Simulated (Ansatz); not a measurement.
Input for Ansatz (development build ahead of 0.2.0):

```yaml
crystal:
  periodic: [false, false, false]
  atoms:
    - { symbol: Mn, position_ang: [0.0, 0.0, 0.0] }
    - { symbol: C, position_ang: [0.0, 0.0, 1.81] }
    - { symbol: O, position_ang: [0.0, 0.0, 2.96] }
basis:
  gaussian: { orbitals: pcseg-2 }
magnetization:
  spin_polarized: true
  initial_magnetization: 5
hamiltonian:
  xc: pbe
```

The input is written out in the form of the current development build from the run's settings.

Output:

- Converged: yes
- Total energy: -1263.99294 hartree
- Spin squared of the determinant: 8.886
- Stability test: minimum

Caution: other spin multiplicities were not run.
